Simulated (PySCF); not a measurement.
**Bonding in `O=S(=O)(O)C1C[SiH2]C1`**

Species: C₃H₈O₃SSi.
SMILES with atom numbers: `[O:1]=[S:2](=[O:3])([OH:4])[CH:5]1[CH2:6][SiH2:7][CH2:8]1` (hydrogens: H9 on O4; H10 on C5; H11, H12 on C6; H13, H14 on Si7; H15, H16 on C8)

Cartesian coordinates in Å at the GFN2-xTB level; atoms count from 1:
```xyz
16
C3H8O3SSi angstrom
O     -0.608   -1.241    1.563
S     -1.335   -0.693    0.460
O     -2.083   -1.592   -0.369
O     -2.411    0.379    1.045
C     -0.227    0.352   -0.480
C      0.912   -0.587   -0.858
Si     1.829   -0.074    0.747
C      0.445    1.240    0.556
H     -3.294    0.147    0.751
H     -0.809    0.812   -1.274
H      1.397   -0.289   -1.786
H      0.578   -1.616   -0.964
H      1.882   -0.953    1.896
H      3.151    0.490    0.433
H      0.765    2.191    0.132
H     -0.200    1.442    1.405
```

Bond orders from the PBE0/pcSseg-1 density (PySCF). Isolated species at its GFN2-xTB geometry (one conformer only).

Q: How far do the computed orders between heavy atoms stray from the drawn ones?

A: The largest departure is 0.280, at O1–S2 (drawn double, 1.720).

Q: Set the Mayer orders of the bonds between heavy atoms beside their lengths.

A: 
```
  bond  drawn as  length (Å)  Mayer order
 O1–S2    double       1.431        1.720
 S2–O3    double       1.433        1.775
 S2–O4    single       1.628        0.931
 S2–C5    single       1.789        0.886
 C5–C6    single       1.524        0.931
C6–Si7    single       1.919        0.903
Si7–C8    single       1.918        0.903
 C8–C5    single       1.521        0.927
```

Bonds between the same two heavy elements. O–S: lowest S2–O4 (0.931, 1.628 Å), highest S2–O3 (1.775, 1.433 Å). C–C: all 2 within 0.02 of one another (0.927 to 0.931). C–Si: all 2 within 0.02 of one another (0.903 to 0.903).

Q: And the bonds to hydrogen?

A: H–O: 0.92 (1 bond); C–H: 0.93 to 0.94 (5 bonds); H–Si: 0.94 (2 bonds).

Q: Sum the orders of all bonds at each heavy atom with more than one neighbour and set the sums beside the valence in the SMILES.

A: S2 5.312 (drawn 6), O4 1.852 (drawn 2), C5 3.669 (drawn 4), C6 3.714 (drawn 4), Si7 3.687 (drawn 4), C8 3.710 (drawn 4). Orders between atoms that aren't bonded are not in these sums.

Mayer orders depend on the basis set.

These values come from a run that also computed NMR shieldings. The run took 53 s of wall time on Arm Neoverse N1, one thread, shared host, and the process peaked at 0.79 GiB of memory.
